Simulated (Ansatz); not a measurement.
C4H8Au2S2, SMILES [Au][S]CCCC[S][Au], multiplicity 1. Atoms are numbered in the order given.

```xyz
16

Au     0.1391    -5.1600     0.0000
S     -1.0549    -3.2386     0.0000
C      0.2213    -1.9297     0.0000
C     -0.4904    -0.5840     0.0000
C      0.4904     0.5840     0.0000
C     -0.2213     1.9297     0.0000
S      1.0549     3.2386     0.0000
Au    -0.1391     5.1600     0.0000
H      0.8587    -2.0243     0.8916
H      0.8587    -2.0243    -0.8916
H     -1.1484    -0.5201     0.8837
H     -1.1484    -0.5201    -0.8837
H      1.1484     0.5201     0.8837
H      1.1484     0.5201    -0.8837
H     -0.8587     2.0243    -0.8916
H     -0.8587     2.0243     0.8916
```
Charge 0, spin multiplicity 1.

Coordinates come from a PBE0-D3(BJ)/def2-SVP optimisation. The spin state was assumed, not searched. The def2 effective core potentials stand for the cores of Au; spin–orbit coupling is left out. Other conformers were not sampled.

Two levels are set side by side: PBE-D3(BJ)/def2-SVP (Ansatz, a first-principles code) and PBE0-D3(BJ)/def2-SVP (Ansatz). Each level has its own optimised geometry; the coordinates shown are those of the second. Differences are taken from unrounded values.

| quantity | PBE0-D3(BJ) | PBE-D3(BJ) | PBE-D3(BJ) minus PBE0-D3(BJ) |
|---|---|---|---|
| mean bond length (Å) | 1.438 | 1.447 | 0.009 |
| bond Au1–S2 (Å) | 2.262 | 2.268 | 0.005 |
| bond S2–C3 (Å) | 1.828 | 1.844 | 0.016 |
| bond C3–C4 (Å) | 1.522 | 1.532 | 0.010 |
| bond C4–C5 (Å) | 1.525 | 1.536 | 0.011 |
| bond C5–C6 (Å) | 1.522 | 1.532 | 0.010 |
| bond C6–S7 (Å) | 1.828 | 1.844 | 0.016 |
| bond S7–Au8 (Å) | 2.262 | 2.268 | 0.005 |
| bond C3–H9 (Å) | 1.100 | 1.108 | 0.008 |
| bond C3–H10 (Å) | 1.100 | 1.108 | 0.008 |
| bond C4–H11 (Å) | 1.104 | 1.112 | 0.008 |
| bond C4–H12 (Å) | 1.104 | 1.112 | 0.008 |
| bond C5–H13 (Å) | 1.104 | 1.112 | 0.008 |
| bond C5–H14 (Å) | 1.104 | 1.112 | 0.008 |
| bond C6–H15 (Å) | 1.100 | 1.108 | 0.008 |
| bond C6–H16 (Å) | 1.100 | 1.108 | 0.008 |

GGA bonds tend to be longer and softer than those of functionals with exact exchange. Differences between two approximate levels are no errors against the true value.
